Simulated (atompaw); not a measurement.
nitrogen: PAW (atompaw) pseudisation with PBEsol, scalar-relativistic reference atom.

atompaw 4.2.0.5 was run on this input:

```
N 7
GGA-PBESOL scalarrelativistic loggrid 1500 logderivrange -3 5 201
2 2 0 0 0 0
2 0 1
2 1 4
0 0 0
c
v
v
2
2.85 2.50 2.05 1.75
y
3.3
n
y
-0.1
n
y
-0.1
y
0.45
n
modrrkj vanderbiltortho sinc
3 0 troulliermartins
1.20
2.85
2.60
2.85
2.85
2.85
PWSCFOUT
UPFDX 0.0125d0 UPFXMIN -7.d0 UPFZMESH 7.d0
END
```

Command:

```bash
atompaw < N.input > N.log
```

The program printed (summary file):

```
[... start of the log left out ...]
   Valence                  :      -26.33204311399329

 PAW parameters:
       lmax =            2
         rc =    2.8578812077304052
        irc =         1055
   rc_shape =    2.5162147068858309
    rc_vloc =    2.0555003841925008
    rc_core =    1.7563009115045858
   Vloc: Norm-conserving Troullier-Martins with l= 3;e=   0.0000E+00
   Projector type: modified RKKJ projectors + Vanderbilt ortho.
   Sinc^2 compensation charge shape zeroed at   2.5162E+00

 Number of basis functions     6
 No.   n  nodes  l      Energy         Cp coeff         Occ
  1    2    1    0   -0.1389789E+01 -0.1441302E+02  0.1000000E+01
  2  999    2    0    0.3300000E+01 -0.3635186E-02  0.0000000E+00
  3    2    0    1   -0.5483613E+00  0.4421997E+02  0.4000000E+01
  4  999    1    1   -0.1000000E+00  0.1198329E+02  0.0000000E+00
  5  999    0    2   -0.1000000E+00 -0.5535295E+03  0.0000000E+00
  6  999    1    2    0.4500000E+00 -0.5814991E+01  0.0000000E+00

 Eigenvalues of overlap operator (in the basis of projectors):
    1       -5.90240044E+03
    2        1.86631825E-03
    3        1.15353721E+00
    4        5.38556815E+01
    5        1.04065574E+02
    6        1.39546035E+03

The overlap operator has at least one negative eigenvalue!
It might be not positive definite...
Program is stopping.
This probably means that your projectors are too similar
or that your PAW basis is incomplete.
Advice: try to change your input parameters (f.i. : reference energies).
```

The run stopped because the overlap operator built from these waves and projectors is not positive definite.

The run took about 0.92 s on one core of a shared server CPU.
